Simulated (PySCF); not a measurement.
Start geometry of `C=CC(=[Se])OC` from GFN2-xTB (Å):
```
atom  x, y, z in Å
C1    -2.509    0.206   -0.142
C2    -1.251    0.555   -0.397
C3    -0.084   -0.142    0.109
Se4   -0.161   -1.596    1.150
O5     1.047    0.420   -0.290
C6     2.275   -0.139    0.119
H7    -2.735   -0.649    0.474
H8    -3.342    0.758   -0.540
H9    -1.017    1.412   -1.016
H10    3.056    0.480   -0.317
H11    2.355   -0.136    1.210
H12    2.367   -1.169   -0.235
```

**Question.** What comes out of this run: PBE0-D3(BJ)/def2-SVP geometry optimisation, gas phase (PySCF 2.14.0)?

**Answer.** 
```
atom  x, y, z in Å
C1    -2.5251    0.2203   -0.1511
C2    -1.2483    0.5417   -0.3867
C3    -0.0885   -0.1868    0.1387
Se4   -0.1485   -1.6389    1.1834
O5     1.0278    0.3919   -0.2755
C6     2.2819   -0.1295    0.1105
H7    -2.7720   -0.6439    0.4733
H8    -3.3395    0.8117   -0.5756
H9    -0.9914    1.4049   -1.0096
H10    3.0336    0.5220   -0.3510
H11    2.3795   -0.1272    1.2073
H12    2.3928   -1.1675   -0.2394
```

The energy falls by 0.93 kcal/mol over 7 energy and gradient evaluations, the largest force component goes from 0.0100 to 7.7e-05 Eh/bohr, and the atoms move by 0.040 Å rms after alignment. Among the bonds, C2–C3, C1–H7 and C1–H8 change most and about equally (+0.016 to +0.017 Å). Bonds longer at the end by more than 0.005 Å: 8 of 11; shorter: 0. Among the angles that change most is C2–C3–O5, from 112.2° to 109.7°. Rotational constants go from 2617, 2309, 1236 to 2551, 2282, 1214 MHz. The orientation of the end geometry is arbitrary; only internal coordinates are fixed.

The run used 132 basis functions and 50 SCF cycles in all.

PBE0-D3(BJ)/def2-SVP frequencies: not computed here. The numbers are those of one conformer.
